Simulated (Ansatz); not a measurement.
C$_{2}$H$_{5}$O$_{2}$ (SMILES COC=[OH+]), charge +1, singlet, at a GFN2-xTB geometry; HF/def2-SVPD (Ansatz, an electronic-structure program).

Here is a job for Ansatz.
Ansatz 0.2 input:
```yaml
crystal:
  periodic: [false, false, false]
  atoms:
    - {symbol: C, position_ang: [-0.88185762, 0.00899774, -0.07418618]}
    - {symbol: O, position_ang: [-0.71974313, -1.14547322, 0.45674714]}
    - {symbol: O, position_ang: [0.05802829, 0.77784465, -0.34442084]}
    - {symbol: H, position_ang: [-1.87588460, 0.39555666, -0.32671543]}
    - {symbol: C, position_ang: [1.43664404, 0.47811999, -0.10026343]}
    - {symbol: H, position_ang: [1.82407913, 1.26580014, 0.54905631]}
    - {symbol: H, position_ang: [1.57697924, -0.50273413, 0.35103154]}
    - {symbol: H, position_ang: [1.95211849, 0.54352817, -1.06056024]}
    - {symbol: H, position_ang: [-1.51229206, -1.68382867, 0.63527512]}
basis:
  gaussian:
    orbitals: def2-SVPD
hamiltonian:
  xc: hf
total_charge: 1
```

It wrote (shortened):

```
Functional definition: HF
1166 factors; their error is unknown
mean field evaluation 1: about -6198.1043 eV, gradient 4.9e1 eV
mean field evaluation 2: about -6201.2089 eV, gradient 2.8e1 eV
mean field evaluation 4: about -6202.5537 eV, gradient 8.6e-1 eV
mean field evaluation 8: about -6202.5562 eV, gradient 1.1e-1 eV
mean field -6202.68124663 eV, -227.9443314851 hartree, gradient 1.9e-5 eV, S^2 0.000000; 0 other end points of the search recorded, 0 dependent functions left out
reference -6202.68124663 eV, -227.9443314851 hartree; 16, 16 occupied and 110, 110 virtual orbitals, 1166 factors
Total energy: -6202.68124663 eV, -227.9443314851 hartree
```
